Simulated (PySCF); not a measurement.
Worked example: oscillator strength and radiative lifetime

In(Br)(OH)2 (BrH2InO2), SMILES [OH][In]([OH])[Br].

Geometry: B3LYP-D3(BJ)/def2-SVP. The structure was generated by enumeration; whether it is a known compound was not checked. The def2 effective core potentials stand for the cores of In; spin–orbit coupling is left out. One conformer was computed; it need not be the lowest.

TDA-PBE/def2-SVPD in PySCF puts the first singlet state with f over 0.02 at 4.60 eV (vertical), with the transition dipole (0.000, 0.000, -0.599) in atomic units.

**Question.** Find the oscillator strength, the wavelength and the radiative lifetime that this transition would have in vacuum if emission retraced absorption.

**Answer.** 
|μ|² = 0.3588 au, so |μ| = 1.52 D. ΔE = 4.60/27.211 = 0.1690 hartree. f = (2/3) ΔE |μ|² = 0.040 (the program prints 0.040).
λ = 1239.84/4.60 = 270 nm; ν = 37101 cm⁻¹.
Einstein's coefficient A = 0.6670 ν² f s⁻¹ (ν in cm⁻¹) = 3.7e7 s⁻¹, so τ = 1/A = 27 ns. This state is S4; the lower singlets have f = 0.000, 0.000, 0.020. The figure is the radiative limit of this one transition; relaxation, internal conversion, crossing to triplets and a medium change what is measured.
